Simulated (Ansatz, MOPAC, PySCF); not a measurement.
Dimer: SiH4 (SMILES [SiH4]) (first 5 atoms) with C2H6 (SMILES CC); geometry from B3LYP-D3(BJ)/def2-TZVP, rigid monomers moved along the line of their centres of mass till Si1···C7 is 5.25 Å.
(charge 0, multiplicity 1):
```xyz
13

Si    -0.26225    -0.05829     0.21814
H     -0.04980     1.27412     0.82570
H     -1.64617    -0.50910     0.48458
H      0.69437    -1.02383     0.80310
H     -0.04378     0.02656    -1.24400
C      1.05392     0.29327     5.65683
C     -0.39380    -0.14654     5.46128
H      1.55014     0.46285     4.69956
H      1.62834    -0.46239     6.19628
H      1.11227     1.22229     6.22729
H     -0.96941     0.60873     4.92241
H     -0.89062    -0.31590     6.41860
H     -0.45327    -1.07656     4.89239
```

Counterpoise-corrected where a basis set is named; no monomer relaxation. Rows marked so take none.

Cores are frozen in the correlated methods. Rows in 6-31G* carry no dispersion term and start afresh at each structure (6-31G* with six Cartesian d functions). MP2/6-31G* freezes PySCF's default core. The state reached by PM3, PM6 isn't checked.

Codes used: Ansatz (Gaussian basis) for Hartree–Fock, density functionals and correlated methods; MOPAC for PM3, PM6 (differences of heats of formation); PySCF for 6-31G* rows, the dispersion terms. Values without a source in brackets are computed.

Other levels give for the interaction energy: PBE/def2-TZVPPD -0.11; B3LYP/def2-TZVPPD 0.09; B3LYP-D3(BJ)/def2-TZVPPD -0.26; wB97M-V/def2-TZVPPD -0.27; CCSD(T)/aug-cc-pV(D+d)Z -0.26 kcal/mol.

### Question
What do these common cheap choices give for the same quantity: PM3, PM6, HF/6-31G*, HF/6-31G* (no counterpoise), B3LYP/6-31G*, M06-2X/6-31G* (no counterpoise), MP2/6-31G*, MP2/6-31G* (no counterpoise)?

### Answer
PM3 0.04; PM6 0.03; HF/6-31G* -0.01; HF/6-31G* (no counterpoise) -0.05; B3LYP/6-31G* 0.06; M06-2X/6-31G* (no counterpoise) -0.23; MP2/6-31G* -0.12; MP2/6-31G* (no counterpoise) -0.19 kcal/mol. They span -0.23 to 0.06 kcal/mol.

Ansatz is a quantum-chemistry and plane-wave program.
